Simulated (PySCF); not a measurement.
Species: CHClF₄Si.
InChI=1S/CHClF4Si/c2-1(3)7(4,5)6/h1H/t1-/m0/s1

Method used: PBE0-D3(BJ)/def2-SVP geometry optimisation, gas phase in PySCF.

Take the most abundant isotopes and a rigid rotor. 

Problem. Give the principal moments of inertia and the rotational constants in MHz.

Solution. Ia = 204.54, Ib = 383.68, Ic = 454.39 u·Å²; 505379 MHz·u·Å²/I gives A = 2471, B = 1317, C = 1112 MHz.

Problem. What kind of rotor is it?

Solution. An asymmetric top; Ray's κ = -0.698.

Problem. What does the inertial defect say?

Solution. Not planar: Δ = Ic − Ia − Ib = -133.82 u·Å². For a rigid frame Δ = −2 Σ m c², so Σ m c² = 66.91 u·Å² lies off the ab plane: 2.65 from hydrogen and 64.26 from heavier atoms. The atom farthest from that plane is 1.62 Å away.

Problem. Give the other two planar moments, Paa and Pbb, and the rms extents of the mass along the axes.

Solution. Paa = Σ m a² = (Ib + Ic − Ia)/2 = 316.77 and Pbb = Σ m b² = (Ia + Ic − Ib)/2 = 137.63 u·Å². With the mass M = 151.95 u, the rms extents √(P/M) along a, b and c are 1.44, 0.95, 0.66 Å.

Problem. Give the coordinates in the principal-axis frame, origin at the centre of mass.

Solution. The sense of each axis is arbitrary; atoms in the order of the calculation.
| atom | mass (u) | a (Å) | b (Å) | c (Å) |
| --- | --- | --- | --- | --- |
| F1 | 18.998 | 1.062 | 1.757 | -0.026 |
| C2 | 12.000 | 0.827 | 0.542 | 0.528 |
| Cl3 | 34.969 | 2.045 | -0.640 | -0.015 |
| Si4 | 27.977 | -0.867 | -0.092 | 0.010 |
| F5 | 18.998 | -1.151 | -1.504 | 0.698 |
| F6 | 18.998 | -0.973 | -0.245 | -1.573 |
| F7 | 18.998 | -1.997 | 0.929 | 0.494 |
| H8 | 1.008 | 0.934 | 0.620 | 1.623 |

Problem. Which types of transition are allowed, and where do some lines up to J = 5 fall?

Solution. The dipole components are |μa| = 0.47 D, |μb| = 0.13 D, |μc| = 1.43 D. The squared components, which scale the intensities, stand as 0.11 : 0.01 : 1.00 (a : b : c). Some of the stronger lines:

| type | branch | J(Ka,Kc) | MHz | lower level (cm⁻¹) |
| --- | --- | --- | --- | --- |
| c | Q | 5(1,5) ← 5(0,5) | 337 | 1.190 |
| c | Q | 1(1,1) ← 1(0,1) | 1154 | 0.081 |
| a | Q | 3(1,2) ← 3(1,3) | 1228 | 0.507 |
| c | Q | 5(2,4) ← 5(1,4) | 2359 | 1.302 |
| c | Q | 2(2,1) ← 2(1,1) | 3461 | 0.295 |
| a | R | 2(1,2) ← 1(1,1) | 4654 | 0.120 |
| a | R | 2(0,2) ← 1(0,1) | 4834 | 0.081 |
| c | Q | 5(3,3) ← 5(2,3) | 5715 | 1.406 |
| c | Q | 3(3,1) ← 3(2,1) | 6173 | 0.658 |
| a | R | 3(1,3) ← 2(1,2) | 6966 | 0.275 |
| a | R | 3(2,2) ← 2(2,1) | 7288 | 0.411 |
| c | R | 2(2,0) ← 1(1,0) | 8550 | 0.126 |
| a | R | 4(1,4) ← 3(1,3) | 9263 | 0.507 |
| a | R | 4(0,4) ← 3(0,3) | 9487 | 0.482 |
| a | R | 4(3,2) ← 3(3,1) | 9762 | 0.864 |
| a | R | 4(3,1) ← 3(3,0) | 9774 | 0.864 |
| a | R | 5(0,5) ← 4(0,4) | 11731 | 0.799 |
| c | R | 4(1,3) ← 3(0,3) | 12048 | 0.482 |
| a | R | 5(2,3) ← 4(2,2) | 12507 | 0.989 |
| c | R | 5(3,2) ← 4(2,2) | 18274 | 0.989 |
| c | R | 5(3,3) ← 4(2,3) | 18574 | 0.977 |
| c | R | 5(4,1) ← 4(3,1) | 20943 | 1.190 |
| c | R | 5(5,0) ← 4(4,0) | 23456 | 1.481 |

Problem. Estimate the classical rotational partition function at 10 K, 25 K and 100 K.

Solution. Point group C1, symmetry number σ = 1; q = (√π/σ)·√((kT/h)³/(ABC)), k/h = 20836.6 MHz/K: 2800 at 10 K, 11100 at 25 K, 88600 at 100 K.

No frequency check. No vibrational averaging or centrifugal distortion is included, and the geometry carries the error of its method. Quadrupole hyperfine structure (35Cl) is left out.

The values belong to the conformer `[F:1][C@H:2]([Cl:3])[Si:4]([F:5])([F:6])[F:7]`: F1–C2–Si4–F5 -178°.
